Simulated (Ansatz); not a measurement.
```yaml
atoms:
  - { symbol: C, position_ang: [0.0000, 0.0000, -1.2058] }
  - { symbol: S, position_ang: [0.0000, 0.0000, 0.4522] }
```

Basis set: cc-pVDZ (spherical functions). Left uncorrelated: 6 orbitals. Charge 0, multiplicity 1.

Computed with Ansatz (development build ahead of 0.2.0); each method stands on the lowest determinant of its kind that the runs found. Restricted open shells among the atoms or ions are ROHF, correlated in semicanonical orbitals with singles.

Problem. Give the atomization energy at this shape (free ground-state atoms in the same class of orbitals less the molecule, no zero-point energy) of singlet CS by RHF-MP2, RHF.

Solution.

```tsv
method	atomization energy
RHF-MP2	6.70 eV
RHF	3.75 eV
```

Caution: the shape is not the minimum.
